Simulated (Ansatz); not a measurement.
Consider the substitution at a C–C bond: `F/C(=C/C(F)F)C(F)F` + H–F → `FC(F)=CC(F)F` + `FCF`.

Calculated with Ansatz (gas phase, PBE0-D4/def2-TZVP geometries, no zero-point term in ΔE). CBS: MP2 limit from def2 TZ/QZ plus the TZ coupled-cluster correction, frozen cores. This one scheme is used for every species. Functionals use def2-TZVPP. B3LYP here is the variant with VWN-RPA as its local correlation; programs differ in this. One conformer a species, not always the lowest.

(1) Is it downhill or uphill in electronic energy at CCSD(T)/CBS, and by how much? (Estimate.)

(2) What do these levels give: BLYP-D4, B3LYP-D4, revPBE, HF/def2-QZVPP, SCS-MP2/def2-QZVPP, HF/CBS(def2)? (An estimate is asked.)

(3) What do rigid-rotor, harmonic-oscillator terms from PBE0-D4/def2-TZVP frequencies (298.15 K, 1 bar) make of the CCSD(T)/CBS value? (Estimate.)

Largest T1 diagnostic among the species: 0.012.

## Answers

(1) Ansatz gave: Uphill: ΔE = +31.1 kJ/mol.

(2) The calculation gave: BLYP-D4 15.3, B3LYP-D4 16.0, revPBE 4.7, HF/def2-QZVPP 0.9, SCS-MP2/def2-QZVPP 26.3, HF/CBS(def2) 0.9 kJ/mol.

(3) Ansatz gave: ΔZPE = +6.7 kJ/mol, ΔH = +34.2 kJ/mol, ΔS = 17 J/(mol·K), ΔG = +29.0 kJ/mol. Modes under 50 cm⁻¹ make the entropy rough.

In def2-TZVPP, CCSD(T) changes the Hartree–Fock value by +24.4 kJ/mol (the triples alone add +2.6 kJ/mol) and MP2 by +28.0 kJ/mol. At CCSD(T), def2-SVP lies −17.8 kJ/mol from the extrapolated value and def2-TZVPP −5.5 kJ/mol. The D4 term adds +8.5 kJ/mol with B3LYP and +4.9 kJ/mol with PBE0; it sums over pairs of atoms, weighted by their polarisabilities, and B3LYP, whose exchange is more repulsive, gets the larger term.
